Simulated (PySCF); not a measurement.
Cartesian coordinates in Å; atom numbers follow the order of the lines, from 1:
```xyz
9

F     2.104    0.944    0.615
B     1.806   -0.234    0.087
P     0.376   -0.373   -1.163
Si   -1.262    0.642    0.013
H     2.518   -1.173    0.362
H     0.038   -1.734   -0.924
H    -1.394    0.130    1.410
H    -2.552    0.429   -0.706
H    -0.930    2.095    0.045
```

Geometry: PBE0-D3(BJ)/def2-SVP; GIAO absolute shieldings from PySCF 2.14.0 with density-fitted response routines, gas phase, non-relativistic, averaged over equivalent atoms.

At PBE0/aug-cc-pVDZ (145 basis functions, 9.6 s wall time on 1 thread of an Arm Neoverse V1, shared host):
```
   atoms  σ (ppm)
      F1    185.4
      B2     48.5
      P3    597.1
     Si4    497.0
      H5    24.31
H7/H8/H9    27.03
      H6    29.27
```

Predict the values at BLYP/pcSseg-2 on the same geometry.

Results:


| atoms | σ at BLYP/pcSseg-2 | change |
| --- | --- | --- |
| F1 | 142.6 | -42.8 |
| B2 | 22.5 | -26.0 |
| P3 | 494.0 | -103.1 |
| Si4 | 397.0 | -100.0 |
| H5 | 24.52 | +0.21 |
| H7/H8/H9 | 27.14 | +0.11 |
| H6 | 29.27 | +0.00 |

The largest change is at P3 (phosphorus bonded to B, Si, H). Cost: 228 basis functions, 37 s wall time on 1 thread of an Arm Neoverse N1, shared host.
